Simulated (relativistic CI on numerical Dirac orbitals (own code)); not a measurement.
# Sensitivity of the levels of Tl to α and to the nuclear radius

These numbers are calculated, not measured: Dirac-Coulomb-Breit CI, orbitals from a KLI potential per configuration, valence Slater integrals scaled by 0.85, P86 correlation energy added to each configuration, derivatives by finite differences, QED left out (own radial code, finite nucleus).

Configuration list (outside the closed core [Xe] 4f14 5d10): 6s²6p, 6s²7s, 6s²7p, 6s²6d, 6s²8s, 6s²8p, 6s²7d, 6s6p². The list is cut by size and lacks configurations that can hold low levels.

With x = (α/α₀)² − 1 an excitation energy changes as ω = ω₀ + qx; K = 2q/ω₀ is the relative enhancement. Terms are leading LS components, so labels can repeat. The field-shift factor is F = δν/δ⟨r²⟩ for the transition from the lowest level.

Lowest level 6s²6p ²P°1/2.

```csv
Level,ω₀ (cm⁻¹),q (cm⁻¹),F (GHz/fm²)
6s²6p ²P°3/2,7798.2,11110,-0.925
6s²7s ²S1/2,26810.9,4650,18.8
6s²7p ²P°1/2,34343.6,5544,13.6
6s²7p ²P°3/2,35311.8,6902,13.1
6s²6d ²D5/2,36212.5,7544,11.8
6s²6d ²D3/2,36232.6,7518,12
6s6p² ⁴P1/2,38714.3,22440,-69.4
6s²8s ²S1/2,39422.0,6832,11.9
6s²8p ²P°1/2,42025.0,6202,14.1
6s6p² ⁴P3/2,42383.0,23500,-54.3
6s²8p ²P°3/2,42399.4,6717,13.9
6s²7d ²D5/2,42700.1,7392,11.9
6s²7d ²D3/2,42837.5,12870,-7.15
6s6p² ⁴P5/2,47262.9,34430,-74.1
```

For a near-neutral ion this model can misplace configurations by up to about 10,000 cm⁻¹ (more where the count of f electrons changes) and terms by 10 to 25 % of their spread. Rates follow the energies as ν³ (E1, M1) or ν⁵ (E2), so they and the lifetimes can be off by large factors. The fine structure of a lone outer electron comes out too small, for d and f at times inverted, and misplaced configurations move strength between like terms.

Question: Which transition from the lowest level has the largest |K|?

Answer: 6s²6p ²P°3/2 at 7798.2 cm⁻¹, K = 2.85.
